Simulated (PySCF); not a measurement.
Isomers of C5H5F3N2, mass 150.040 u with the commonest isotopes. Theory: CAM-B3LYP/def2-SVPD in PySCF (dipole) on a GFN2-xTB geometry, gas phase. One conformer each, none proved a minimum here; rigid rotors.

**Question.** Order these by rotational constant B, smallest first.
A. `[CH:1]#[C:2][CH2:3][NH:4]/[N:5]=[CH:6]/[C:7]([F:8])([F:9])[F:10]` with C2–C3–N4–N5 108°, C3–N4–N5–C6 -170°
B. `[CH2:1]=[CH:2]/[C:3](=[N:4]/[N:5]=[CH2:6])[C:7]([F:8])([F:9])[F:10]` with C1–C2–C3–N4 1°, C3–N4–N5–C6 -108°
C. `Cc1cc(C(F)(F)F)[nH]n1`

**Answer.** A (513.4 MHz), C (806.5 MHz), B (1299 MHz).

**Question.** Order these by out-of-plane moment Σ m c² = (Ia + Ib − Ic)/2, largest first.
A. `[CH2:1]=[CH:2]/[C:3](=[N:4]/[N:5]=[CH2:6])[C:7]([F:8])([F:9])[F:10]` with C1–C2–C3–N4 1°, C3–N4–N5–C6 -108°
B. `[CH:1]#[C:2][CH2:3][NH:4]/[N:5]=[CH:6]/[C:7]([F:8])([F:9])[F:10]` with C2–C3–N4–N5 108°, C3–N4–N5–C6 -170°
C. `Cc1cc(C(F)(F)F)[nH]n1`

**Answer.** B (56.80 u·Å²), A (48.88 u·Å²), C (45.37 u·Å²).

**Question.** Order these by rotational constant C, largest first.
A. `[CH:1]#[C:2][CH2:3][NH:4]/[N:5]=[CH:6]/[C:7]([F:8])([F:9])[F:10]` with C2–C3–N4–N5 108°, C3–N4–N5–C6 -170°
B. `FC(F)(F)c1[nH]nc(c1)C`
C. `[CH2:1]=[CH:2]/[C:3](=[N:4]/[N:5]=[CH2:6])[C:7]([F:8])([F:9])[F:10]` with C1–C2–C3–N4 1°, C3–N4–N5–C6 -108°

**Answer.** C (803.2 MHz), B (728.3 MHz), A (495.9 MHz).

```tsv
SMILES	point group	Ia (u·Å²)	Ib (u·Å²)	Ic (u·Å²)	κ	μa (D)	μb (D)	μc (D)
C=C/C(=N/N=C)C(F)(F)F	C1	337.92	389.02	629.19	0.43	1.24	1.26	0.88
Cc1cc(C(F)(F)F)[nH]n1	C1	158.03	626.62	693.92	-0.94	1.11	0.31	0.07
C#CCN/N=C/C(F)(F)F	C1	148.29	984.45	1019.15	-0.99	4.00	0.92	2.14
```
